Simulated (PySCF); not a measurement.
Consider 1-heptene, `C=CCCCCC` (C7H14). Non-hydrogen atoms are numbered in `[CH2:1]=[CH:2][CH2:3][CH2:4][CH2:5][CH2:6][CH3:7]`.

Computed at ωB97X-D3(BJ)/ma-def2-TZVP // PBE0-D3(BJ)/def2-SVP with PySCF (density fitting, grid level 2). The prefix ma- adds one diffuse s and one diffuse p function on all atoms but H. ωB97X-D3(BJ) is ωB97X-V with D3(BJ) in place of VV10. Thermal corrections: GFN2-xTB frequencies, unscaled, ideal gas at 298.15 K and 1 bar, quasi-RRHO entropy. These were taken at the GFN2-xTB minima.

What are the vertical and the adiabatic ionisation energy for forming the radical cation?

9.56 eV vertical and 9.16 eV adiabatic, the latter with zero-point energy.

Where does the unpaired spin of the relaxed radical cation sit?

C1 (alkene carbon) 0.60, C2 (alkene carbon) 0.23 (intrinsic atomic orbital populations).

What oxidation potential follows in dichloromethane (IEF-PCM), given that Fc+/Fc comes at 4.70 V absolute with this functional and basis?

In the gas phase ΔG of oxidation is 9.131 eV, and solvation is -6.4 kJ/mol for the parent and -216.4 kJ/mol for the product, so the absolute potential is 6.95 V, or 2.25 V against Fc+/Fc. Fc+/Fc in dichloromethane, 4.70 V, is ωB97X-D3(BJ)/ma-def2-TZVP on PBE0-D3(BJ)/def2-SVP structures with GFN2-xTB thermal terms. Benchmark calculations put it near 5.0 V in acetonitrile and DMSO, so it is about 0.3 V low, and the value against it can read up to that much too high. The solvent is electrostatics only, on gas-phase structures; the absolute scale refers to an electron at rest in vacuum.

How far is −ε(HOMO) from the vertical value by ΔSCF?

−ε(HOMO) = 9.72 eV, which is 0.16 eV above the ΔSCF value.
